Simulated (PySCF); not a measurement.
Precursor series Hf Cl-NH2. Isolated molecules, 0 K electronic values unless said otherwise. One relaxed conformer stands for each flexible species; it need not be the lowest.

All values below come from B3LYP-D3(BJ)/def2-TZVP // PBE-D3(BJ)/def2-SVP in PySCF. All candidates: neutral, multiplicity 1. B3LYP has the VWN-RPA correlation part, as in Gaussian. 

The HOMO comes out as -6.42 eV and the LUMO is -0.18 eV. The HOMO–LUMO gap is 6.24 eV.

### Question
Say which member has these values.
(A) [Hf(NH2)4]
(B) [Hf(Cl)(NH2)3]
(C) [Hf(Cl)2(NH2)2]
(D) [Hf(Cl)3(NH2)]

### Answer
A, [Hf(NH2)4]. The others give [Hf(Cl)3(NH2)]: -8.04 eV, -1.95 eV, 6.09 eV; [Hf(Cl)(NH2)3]: -7.03 eV, -0.38 eV, 6.65 eV; [Hf(Cl)2(NH2)2]: -7.47 eV, -1.18 eV, 6.29 eV
